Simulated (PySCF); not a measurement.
A side-by-side comparison of computed properties.

First species: C₄H₄F₂O₃.
SMILES: `O=C1OCCC(F)(F)O1`

Second species: C₆H₁₃Si (charge +1).
Bonds: C1–C2 (double), C2–C3, C3–C4, C4–Si5, Si5–C6, Si5–C7. Hydrogens: H8, H9 on C1; H10 on C2; H11, H12 on C3; H13, H14 on C4; H15, H16, H17 on C6; H18, H19, H20 on C7.

Levels: PBE0/def2-SVPD for HOMO energy, LUMO energy, HOMO–LUMO gap and static isotropic polarisability; TDDFT PBE0/def2-SVPD for lowest singlet excitation; TDA PBE0/def2-SVPD for lowest triplet excitation (Tamm–Dancoff). Geometries: GFN2-xTB. Each structure is a single optimised conformer of the isolated species, non-relativistic unless stated; the electronic structure was computed with PySCF and density fitting.

Dipoles, sizes and rotational constants follow the conformer. The torsions of the flexible species, by atom-mapped SMILES:
- `[CH2:1]=[CH:2][CH2:3][CH2:4][Si+:5]([CH3:6])[CH3:7]`: C1–C2–C3–C4 95°, C2–C3–C4–Si5 -36°, C3–C4–Si5–C6 -82°

The conformers of `O=C1OCCC(F)(F)O1` aren't listed.

(1) Which of the two has the higher HOMO energy, and by how much?

(2) Which has the higher T1 energy?

(3) Which of the two has the higher S1 energy, and by how much?

(4) Which of the two has the higher LUMO energy, and by how much?

(5) Which of the two has the higher HOMO–LUMO gap, and by how much?

(6) Which of the two has the higher static isotropic polarisability, and by how much?

Answers

(1) The first: -9.20 eV against -12.63 eV, a difference of 3.43 eV.

(2) The first: 6.40 eV against 4.33 eV, a difference of 2.07 eV.

(3) The first: 6.92 eV against 5.10 eV, a difference of 1.82 eV.

(4) The first: 0.14 eV against -6.46 eV, a difference of 6.60 eV.

(5) The first: 9.34 eV against 6.17 eV, a difference of 3.17 eV.

(6) The second: 90.9 au against 57.1 au, a difference of 33.8 au.

On the first: S1 lies 2.42 eV below the HOMO–LUMO gap; its leading configuration is HOMO→LUMO+1, weight 0.75. The principal polarisabilities are 46.5, 57.2 and 67.5 au; their mean is the isotropic value.

On the second: The principal polarisabilities are 85.8, 89.1 and 97.6 au; their mean is the isotropic value. S1 lies 1.07 eV below the HOMO–LUMO gap; its leading configuration is HOMO→LUMO, weight 0.94.
